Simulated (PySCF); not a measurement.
HO₄Re, triplet, geometry from GFN2-xTB (such geometries of metal compounds can be far from the true shape) (the multiplicity is a formal guess) (core potentials on Re), with bond 3-1 at 1.6 times its length; M062X/def2-SV(P) (PySCF).

PySCF was given this input:
```python
from pyscf import gto, scf, dft

mol = gto.Mole()
mol.atom = '''
    Re    0.015965   -0.014552   -0.112133
    O     1.133164    0.839957   -0.984042
    O     0.771879   -0.497117    2.645861
    O    -0.481088   -1.366039   -0.927588
    O    -1.150394    0.869796    1.093606
    H    -1.118092    0.870921    2.061239
'''
mol.basis = 'def2-sv(p)'
mol.ecp = {'Re': 'def2-sv(p)'}
mol.charge = 0
mol.spin = 2
mol.verbose = 4
mol.build()

mf = dft.UKS(mol)
mf.xc = 'm062x'
mf.diis = False
mf.damp = 0.3
mf.diis_start_cycle = 200
mf.max_cycle = 150
mf.kernel()
mf.analyze()
```

Output, abridged:

```
PySCF version 2.14.0

[INPUT] verbose = 4
[INPUT] num. atoms = 6
[INPUT] num. electrons = 48
[INPUT] charge = 0
[INPUT] spin (= nelec alpha-beta = 2S) = 2
[INPUT] symmetry False subgroup None
[INPUT] Mole.unit = angstrom
[INPUT] Symbol           X                Y                Z      unit          X                Y                Z       unit  Magmom
[...]
nuclear repulsion = 207.294632954767
number of shells = 37
number of NR pGTOs = 150
number of NR cGTOs = 83
basis = def2-sv(p)
ecp = {'Re': 'def2-sv(p)'}

******** <class 'pyscf.dft.uks.UKS'> ********
method = UKS
initial guess = minao
damping factor = 0.3
level_shift factor = 0
DIIS disabled
SCF conv_tol = 1e-09
SCF conv_tol_grad = None
SCF max_cycles = 150
direct_scf = True
direct_scf_tol = 1e-13
number electrons alpha = 25  beta = 23
XC library pyscf.dft.libxc version 7.1.2
    S. Lehtola, C. Steigemann, M. J. T. Oliveira, and M. A. L. Marques,  SoftwareX 7, 1–5 (2018)
XC functionals = m062x
    Y. Zhao and D. G. Truhlar,  Theor. Chem. Acc. 120, 215 (2008)
    Y. Zhao and D. G. Truhlar,  Theor. Chem. Acc. 120, 215 (2008)
radial grids:
    Treutler-Ahlrichs [JCP 102, 346 (1995); DOI:10.1063/1.469408] (M4) radial grids

becke partition: Becke, JCP 88, 2547 (1988); DOI:10.1063/1.454033
pruning grids: <function nwchem_prune>
grids dens level: 3
symmetrized grids: False
atomic radii adjust function: <function treutler_atomic_radii_adjust>
small_rho_cutoff = 0
Set gradient conv threshold to 3.16228e-05
tot grids = 90448
init E= -366.517738039276

cycle= 1 E= -378.616637593896  delta_E= -12.1  |g|= 1.08  |ddm|= 5.66
cycle= 2 E= -376.472494130474  delta_E= 2.14  |g|= 2.15  |ddm|= 2.54

cycle= 3 E= -374.668420520851  delta_E=  1.8  |g|= 2.69  |ddm|= 4.03

cycle= 4 E= -364.442164483143  delta_E= 10.2  |g|= 3.27  |ddm|= 5.56
cycle= 5 E= -339.981654780155  delta_E= 24.5  |g|=  5.3  |ddm|= 9.89

cycle= 6 E= -354.535268140079  delta_E= -14.6  |g|= 3.93  |ddm|= 10.1

cycle= 7 E= -322.923167342918  delta_E= 31.6  |g|=  5.8  |ddm|= 15.6

cycle= 8 E= -324.32822210678  delta_E= -1.41  |g|= 6.48  |ddm|=   18

cycle= 9 E= -280.335531680228  delta_E=   44  |g|=  8.6  |ddm|=   20

cycle= 10 E= -314.885758191676  delta_E= -34.6  |g|= 5.66  |ddm|= 21.3
cycle= 11 E= -283.52147410493  delta_E= 31.4  |g|=    8  |ddm|= 19.9

cycle= 12 E= -315.057807328222  delta_E= -31.5  |g|= 5.65  |ddm|= 19.8
cycle= 13 E= -283.461278599908  delta_E= 31.6  |g|=    8  |ddm|= 19.8

cycle= 14 E= -315.057680376782  delta_E= -31.6  |g|= 5.65  |ddm|= 19.8
cycle= 15 E= -283.477675820462  delta_E= 31.6  |g|=    8  |ddm|= 19.8

cycle= 16 E= -315.058792210239  delta_E= -31.6  |g|= 5.65  |ddm|= 19.8
cycle= 17 E= -283.47953755795  delta_E= 31.6  |g|=    8  |ddm|= 19.8

cycle= 18 E= -315.058882938826  delta_E= -31.6  |g|= 5.65  |ddm|= 19.8
cycle= 19 E= -283.480215753792  delta_E= 31.6  |g|=    8  |ddm|= 19.8

cycle= 20 E= -315.05893061791  delta_E= -31.6  |g|= 5.65  |ddm|= 19.8
cycle= 21 E= -283.480369812493  delta_E= 31.6  |g|=    8  |ddm|= 19.8

cycle= 22 E= -315.058943058875  delta_E= -31.6  |g|= 5.65  |ddm|= 19.8
cycle= 23 E= -283.480411442267  delta_E= 31.6  |g|=    8  |ddm|= 19.8

cycle= 24 E= -315.058946839562  delta_E= -31.6  |g|= 5.65  |ddm|= 19.8
cycle= 25 E= -283.480422147251  delta_E= 31.6  |g|=    8  |ddm|= 19.8

cycle= 26 E= -315.058947914455  delta_E= -31.6  |g|= 5.65  |ddm|= 19.8
cycle= 27 E= -283.48042496682  delta_E= 31.6  |g|=    8  |ddm|= 19.8

cycle= 28 E= -315.058948222791  delta_E= -31.6  |g|= 5.65  |ddm|= 19.8
cycle= 29 E= -283.480425707022  delta_E= 31.6  |g|=    8  |ddm|= 19.8

cycle= 30 E= -315.058948310438  delta_E= -31.6  |g|= 5.65  |ddm|= 19.8
cycle= 31 E= -283.480425902102  delta_E= 31.6  |g|=    8  |ddm|= 19.8

cycle= 32 E= -315.058948335321  delta_E= -31.6  |g|= 5.65  |ddm|= 19.8
cycle= 33 E= -283.480425953512  delta_E= 31.6  |g|=    8  |ddm|= 19.8

cycle= 34 E= -315.058948342385  delta_E= -31.6  |g|= 5.65  |ddm|= 19.8
cycle= 35 E= -283.480425967067  delta_E= 31.6  |g|=    8  |ddm|= 19.8

[...]

cycle= 146 E= -315.058948345158  delta_E= -31.6  |g|= 5.65  |ddm|= 19.8
cycle= 147 E= -283.480425971909  delta_E= 31.6  |g|=    8  |ddm|= 19.8

cycle= 148 E= -315.058948345158  delta_E= -31.6  |g|= 5.65  |ddm|= 19.8
cycle= 149 E= -283.48042597191  delta_E= 31.6  |g|=    8  |ddm|= 19.8

cycle= 150 E= -315.058948345157  delta_E= -31.6  |g|= 5.65  |ddm|= 19.8
SCF not converged.
SCF energy = -315.058948345157 after 150 cycles  <S^2> = 2.0009001  2S+1 = 3.0006
**** SCF Summaries ****
Total Energy =                        -315.058948345157376
Nuclear Repulsion Energy =             207.294632954767110
One-electron Energy =                 -983.052623897204512
Two-electron Energy =                  460.699042597280027
Two-electron Coulomb Energy =          508.299967569111573
DFT Exchange-Correlation Energy =      -47.600924971831517
**** MO energy ****
                             alpha | beta                alpha | beta
[...]
spin_pop of  0 Re 5s        0.00282
spin_pop of  0 Re 6s        0.01017
spin_pop of  0 Re 7s        0.22133
spin_pop of  0 Re 8s        0.00284
spin_pop of  0 Re 9s        0.00433
spin_pop of  0 Re 10s        0.00028
spin_pop of  0 Re 5px       0.03338
spin_pop of  0 Re 5py       0.01639
spin_pop of  0 Re 5pz       0.01397
spin_pop of  0 Re 6px       0.01398
spin_pop of  0 Re 6py       0.01095
spin_pop of  0 Re 6pz       0.01466
spin_pop of  0 Re 7px       0.00416
spin_pop of  0 Re 7py       0.00641
spin_pop of  0 Re 7pz       0.02951
spin_pop of  0 Re 5dxy      0.10179
spin_pop of  0 Re 5dyz      0.08538
spin_pop of  0 Re 5dz^2     0.00314
spin_pop of  0 Re 5dxz      0.03383
spin_pop of  0 Re 5dx2-y2    0.04450
spin_pop of  0 Re 6dxy      0.00647
spin_pop of  0 Re 6dyz      0.01067
spin_pop of  0 Re 6dz^2     0.00056
spin_pop of  0 Re 6dxz      0.01091
spin_pop of  0 Re 6dx2-y2    0.02145
spin_pop of  1 O 1s        0.00000
spin_pop of  1 O 2s        0.00894
spin_pop of  1 O 3s        0.08207
spin_pop of  1 O 2px       0.01929
spin_pop of  1 O 2py       0.01388
spin_pop of  1 O 2pz       0.02859
spin_pop of  1 O 3px       0.15444
spin_pop of  1 O 3py       0.10104
spin_pop of  1 O 3pz       0.21680
spin_pop of  1 O 3dxy      0.00453
spin_pop of  1 O 3dyz      0.00345
spin_pop of  1 O 3dz^2     0.00270
spin_pop of  1 O 3dxz      0.00061
spin_pop of  1 O 3dx2-y2    0.00000
spin_pop of  2 O 1s       -0.00001
spin_pop of  2 O 2s        0.00097
spin_pop of  2 O 3s        0.00126
spin_pop of  2 O 2px      -0.00000
spin_pop of  2 O 2py      -0.00000
spin_pop of  2 O 2pz       0.00028
spin_pop of  2 O 3px      -0.00001
spin_pop of  2 O 3py       0.00004
spin_pop of  2 O 3pz       0.00056
spin_pop of  2 O 3dxy      0.00000
spin_pop of  2 O 3dyz      0.00000
spin_pop of  2 O 3dz^2     0.00000
spin_pop of  2 O 3dxz      0.00000
spin_pop of  2 O 3dx2-y2    0.00000
spin_pop of  3 O 1s        0.00000
spin_pop of  3 O 2s        0.00909
spin_pop of  3 O 3s        0.07879
spin_pop of  3 O 2px       0.02345
spin_pop of  3 O 2py       0.00910
spin_pop of  3 O 2pz       0.02920
spin_pop of  3 O 3px       0.17871
spin_pop of  3 O 3py       0.07693
spin_pop of  3 O 3pz       0.21818
spin_pop of  3 O 3dxy      0.00247
spin_pop of  3 O 3dyz      0.00086
spin_pop of  3 O 3dz^2     0.00330
spin_pop of  3 O 3dxz      0.00245
spin_pop of  3 O 3dx2-y2    0.00222
spin_pop of  4 O 1s        0.00000
spin_pop of  4 O 2s        0.00286
spin_pop of  4 O 3s        0.00203
spin_pop of  4 O 2px       0.00317
spin_pop of  4 O 2py       0.00181
spin_pop of  4 O 2pz       0.00409
spin_pop of  4 O 3px       0.00265
spin_pop of  4 O 3py       0.00184
spin_pop of  4 O 3pz       0.00265
spin_pop of  4 O 3dxy      0.00007
spin_pop of  4 O 3dyz      0.00016
spin_pop of  4 O 3dz^2     0.00002
spin_pop of  4 O 3dxz      0.00025
spin_pop of  4 O 3dx2-y2    0.00001
spin_pop of  5 H 1s        0.00026
spin_pop of  5 H 2s        0.00010
In total            25.00000 | 23.00000
Dipole moment(X, Y, Z, Debye): -34.71040, 29.88631, 175.98362
```

Convergence was not reached.
